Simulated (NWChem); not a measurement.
# CH6N cation; SMILES [NH3+]C

```xyz
8

C      0.0000     0.0000     0.8146
N      0.0000     0.0000    -0.7025
H     -1.0168     0.1956     1.1548
H      0.6778     0.7828     1.1548
H      0.3391    -0.9784     1.1548
H     -0.6253    -0.7236    -1.0803
H      0.9394    -0.1797    -1.0803
H     -0.3140     0.9034    -1.0803
```
Atoms are numbered in this order, from 1.

Coordinates come from a B3LYP/6-31G* (spherical d) optimisation.

 Unshifted, non-relativistic core excitations; the lowest 4 roots alone, so stronger bands may lie above.

Problem. List the first C K-edge excitations from B3LYP/def2-TZVP, restricted-window TDA (NWChem).

Solution. 
```csv
state,energy (eV),dipole oscillator strength,leading excitation (squared amplitude)
S1,276.9,0.0115,1s of atom 1 or its equivalents → LUMO (0.96)
S2,279.0,0.0193,1s of atom 1 or its equivalents → LUMO+3 (0.80)
S3,279.0,0.0029,1s of atom 1 or its equivalents → LUMO+1 (0.92)
S4,279.0,0.0029,1s of atom 1 or its equivalents → LUMO+2 (0.92)
```
